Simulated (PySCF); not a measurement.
C₅H₁₃BO₂, SMILES C(CCB(O)O)(C)C, GFN2-xTB optimised geometry.

```
21

C      0.76    -2.35    -1.20
C      1.28    -1.56     0.00
C      2.81    -1.56     0.00
C      0.76    -0.11     0.00
C     -0.75     0.01     0.20
B     -1.26     1.51     0.41
O     -2.58     1.86     0.34
O     -0.38     2.49     0.69
H      1.05    -1.85    -2.13
H      1.19    -3.35    -1.20
H     -0.32    -2.44    -1.18
H      0.93    -2.05     0.92
H      3.19    -1.07    -0.90
H      3.19    -2.57     0.03
H      3.19    -1.02     0.86
H      1.25     0.44     0.80
H      1.03     0.37    -0.94
H     -1.03    -0.58     1.08
H     -1.27    -0.45    -0.64
H     -3.19     1.15     0.14
H     -0.78     3.35     0.81
```

Density from PySCF with B3LYP/def2-SVP at that geometry.

Minimum of the electron density along straight lines between bonded atoms, close to the bond critical point (lines longer than 1.1 times the sum of covalent radii, or with two minima, are not listed):

```csv
bond,length / Å,ρ at the minimum / e bohr⁻³,∇²ρ there / e bohr⁻⁵,position (fraction from the first atom)
C1–C2,1.527,0.246,-0.57,0.51
C2–C3,1.528,0.246,-0.57,0.50
C2–C4,1.533,0.245,-0.56,0.50
C4–C5,1.531,0.241,-0.54,0.50
C5–B6,1.602,0.180,-0.25,0.68
B6–O7,1.366,0.198,1.10,0.33
B6–O8,1.347,0.210,1.18,0.33
C1–H9,1.088,0.276,-1.00,0.62
C1–H10,1.088,0.277,-1.01,0.62
C1–H11,1.087,0.277,-1.01,0.62
C2–H12,1.096,0.275,-0.98,0.62
C3–H13,1.088,0.277,-1.01,0.62
C3–H14,1.088,0.277,-1.01,0.62
C3–H15,1.088,0.277,-1.01,0.62
C4–H16,1.091,0.279,-1.02,0.62
C4–H17,1.092,0.276,-0.99,0.62
C5–H18,1.095,0.268,-0.92,0.62
C5–H19,1.093,0.270,-0.94,0.61
O7–H20,0.955,0.360,-2.38,0.81
O8–H21,0.958,0.357,-2.38,0.81
```
